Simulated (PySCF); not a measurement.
SnOCl₂, SMILES [Cl][Sn]([Cl])=[O]. Atoms are numbered in the order given.

```xyz
4

Sn     0.0000     0.0000    -0.3736
O      0.0000     0.0000    -2.2207
Cl     0.0000    -1.8471     1.0720
Cl     0.0000     1.8471     1.0720
```
Charge 0, spin multiplicity 1.

Geometry optimised at B3LYP-D3(BJ)/def2-SVP. The def2 effective core potentials stand for the cores of Sn; spin–orbit coupling is left out.

The numbers are results of r2SCAN/def2-TZVPD run with PySCF, not measurements.

The molecule is in vacuum.

* **total energy**: -1210.01740 hartree
* **point group**: C2v
* **highest occupied level**: -7.40 eV
* **lowest empty level**: -4.71 eV
* **orbital gap**: 2.69 eV
* **dipole moment**: 2.06 D
* **quadrupole, principal values (traceless, Buckingham form, about the centre of nuclear charge)**: -10.90, 1.84, 9.05 D·Å
* **mean static polarisability**: 73.8 bohr³ (10.93 Å³)
* **polarisability, principal values**: 51.3, 84.4, 85.6 bohr³
